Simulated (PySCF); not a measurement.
## Working out the ionisation energy of Cd

Cd [Kr] 4d10 5s2 (1S) → Cd+ [Kr] 4d10 5s1 (2S). All numbers are calculated (PySCF 2.14, scalar relativity through the core potential, in cc-pVTZ-PP with ECP28MDF (5s5p4d2f1g, 63 functions)). Frozen: 4s2 4p6. Energies in hartree (1 hartree = 27.21139 eV):

| part | Cd (lower) | Cd+ (upper) |
| --- | --- | --- |
| UHF | -166.838760 | -166.568358 |
| MP2 opposite-spin | -0.292733 | -0.254405 |
| MP2 same-spin | -0.162909 | -0.149878 |

Task: What does Hartree-Fock give?

Result: (-166.568358) − (-166.838760) = 0.270402 hartree = 7.358 eV.

Task: What do MP2 and SCS-MP2 (6/5 opposite-spin, 1/3 same-spin) give?

Result: The opposite-spin parts differ by 1.043 eV and the same-spin parts by 0.355 eV. MP2: 7.358 + (1.043) + (0.355) = 8.756 eV. SCS-MP2: 7.358 + 1.2 × (1.043) + (0.355)/3 = 8.728 eV.

Measured between the centres of the two terms (NIST): 8.994 eV, so MP2 (valence) is off by -0.238 eV.

What remains against the reference includes basis incompleteness, the frozen core and correlation beyond second order.
